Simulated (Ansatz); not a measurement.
C4H11InO, singlet, geometry from GFN2-xTB (such geometries of metal compounds can be far from the true shape) (core potentials on In); PBE/def2-SVP (Ansatz, a first-principles code).

Here is a job for Ansatz.
Ansatz 0.2 input:
```yaml
crystal:
  periodic: [false, false, false]
  atoms:
    - {symbol: In, position_ang: [-0.03661707, 0.61358463, -0.09050781]}
    - {symbol: C, position_ang: [1.21198687, 1.89503136, -1.42511511]}
    - {symbol: H, position_ang: [2.14085359, 1.35137386, -1.57424848]}
    - {symbol: H, position_ang: [1.40156535, 2.85452629, -0.95037441]}
    - {symbol: H, position_ang: [0.70689334, 2.04945644, -2.37543439]}
    - {symbol: C, position_ang: [-1.93518543, 0.69418553, 1.12437587]}
    - {symbol: H, position_ang: [-1.85291796, -0.04134778, 1.92217631]}
    - {symbol: H, position_ang: [-2.78529089, 0.45706696, 0.48838883]}
    - {symbol: H, position_ang: [-2.06094078, 1.68824053, 1.54337530]}
    - {symbol: O, position_ang: [1.03997641, -1.06470058, 0.12461775]}
    - {symbol: C, position_ang: [0.65862716, -2.26992761, 0.70960900]}
    - {symbol: C, position_ang: [-0.52864798, -2.92110517, 0.00297888]}
    - {symbol: H, position_ang: [1.52421474, -2.94698124, 0.65470031]}
    - {symbol: H, position_ang: [0.41228104, -2.13434899, 1.77532603]}
    - {symbol: H, position_ang: [-0.28882304, -3.07426931, -1.04730328]}
    - {symbol: H, position_ang: [-0.76571730, -3.87906139, 0.46073654]}
    - {symbol: H, position_ang: [-1.39837631, -2.26180203, 0.06950569]}
basis:
  gaussian:
    orbitals: def2-SVP
hamiltonian:
  xc: pbe
```

What the program printed (banner, timings and long lists left out):

```
Functional definition: PBE
1729 factors; their error is unknown
mean field evaluation 1: about -11509.3596 eV, gradient 1.0e2 eV
mean field evaluation 2: about -11413.5667 eV, gradient 2.0e2 eV
mean field evaluation 4: about -11534.8291 eV, gradient 8.1e0 eV
mean field evaluation 8: about -11535.0849 eV, gradient 2.1e-1 eV
mean field evaluation 16: about -11535.0264 eV, gradient 3.2e-4 eV
mean field -11535.02638754 eV, -423.9044010205 hartree, gradient 5.6e-5 eV, S^2 0.000000; 0 other end points of the search recorded, 0 dependent functions left out
reference -11535.02643803 eV, -423.9044028758 hartree; 32, 32 occupied and 119, 119 virtual orbitals, 1729 factors
Total energy: -11535.02643803 eV, -423.9044028758 hartree
```
